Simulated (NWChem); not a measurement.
CH₅Si, doublet; SMILES C[SiH2]

```xyz
7

C     -0.0037    -1.2046     0.0000
Si    -0.0804     0.6776     0.0000
H     -0.5015    -1.6165     0.8908
H     -0.5015    -1.6165    -0.8908
H      1.0424    -1.5537     0.0000
H      0.5542     1.2641     1.2235
H      0.5542     1.2641    -1.2235
```
Atoms are numbered in this order, from 1.

In the optimisation the excess spin sits in a' (Cs, its own frame). All runs use the structure optimised with PBE0/def2-SVP, spin-unrestricted. No stability test was run on the SCF state.

Symmetry labels are those of Cs in the frame above (b1 and b2, or b-type labels, depend on it).

Q: List the 6 lowest vertical excitations from PBE/def2-SVP, spin-unrestricted, TDA (NWChem).

A: 
```tsv
state	energy (eV)	oscillator strength	symmetry of the excitation	<S²>
state 1	4.89	0.013	a'	0.76
state 2	4.97	0.003	a"	0.76
state 3	5.14	0.025	a'	0.76
state 4	5.91	0.050	a"	0.76
state 5	6.11	0.006	a'	0.77
state 6	7.01	0.027	a'	0.77
```
